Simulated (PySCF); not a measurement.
All values below come from B3LYP-D3(BJ)/def2-TZVP // r2SCAN-D4/def2-SVP (PySCF). Isolated molecules, 0 K electronic values unless said otherwise. One relaxed conformer stands for a flexible species; it need not be the lowest. B3LYP has the VWN-RPA correlation part, as in Gaussian. 

Reference species: [W(Cl)6] (neutral, multiplicity 1).

- LUMO: -5.44 eV
- mean distance from the central atom to its bonded neighbours: 2.313 Å
- coordination number: 6

Changed species: [W(Cl)2(NH2)4] (4 of 6 Cl replaced by NH2; the reference has 0 of 6 Cl replaced by NH2).

### Question
Give the shifts of the LUMO, mean distance from the central atom to its bonded neighbours and coordination number.

### Answer
the LUMO increases by 2.61 eV, to -2.83 eV; the mean distance from the central atom to its bonded neighbours falls by 0.192 Å, to 2.121 Å; the coordination number is nearly the same.
